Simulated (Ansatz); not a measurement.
# Abstraction of F: CH6F2Si2 + SiF3 → CH6FSi2 + SiF4

Species: CH6F2Si2 `F[SiH2]C[SiH2]F`, singlet; SiF3 `F[Si](F)F`, doublet; CH6FSi2 `F[SiH2]C[SiH2]`, doublet; SiF4 (silicon tetrafluoride) `F[Si](F)(F)F`, singlet. A radical takes F: the energy is the difference in strength between two Si–F bonds in different surroundings.

Shapes, held fixed at every level: PBE0-D4/def2-TZVP. Flexible molecules stand in one conformer, not always the lowest. Programs: Ansatz 0.2.0. The zero-point and thermal change to 298 K, harmonic and unscaled (PBE0-D4/def2-TZVP), is -2.6 kJ/mol.

**Question.** Estimate ΔH(298 K) of this reaction.

**Answer.** The highest level, CCSD(T)/CBS estimate, gives ΔH(298 K) = -44.6 kJ/mol; the levels span -49.9 to -34.2. The column of differences is taken from that level and isn't an error. No measured value is set beside it here. Open shells run unrestricted. The CBS estimate extrapolates MP2 from def2-TZVPP and def2-QZVPP and adds CCSD(T) − MP2 in the triple-zeta set, cores frozen.

| level | kind | ΔH(298 K) (kJ/mol) | less CCSD(T)/CBS estimate |
| --- | --- | --- | --- |
| MP2/def2-SVP | perturbation theory | -49.3 | -4.7 |
| HF/def2-SVP | Hartree–Fock | -47.8 | -3.2 |
| PBE-D4/def2-TZVPP | GGA | -34.2 | +10.4 |
| r2SCAN-D4/def2-TZVPP | meta-GGA | -42.4 | +2.2 |
| B2PLYP/def2-TZVPP | double hybrid | -38.4 | +6.2 |
| CCSD/def2-TZVPP | coupled cluster or CI | -49.9 | -5.3 |
| CCSD(T)/CBS estimate | coupled cluster or CI | -44.6 | 0.0 |
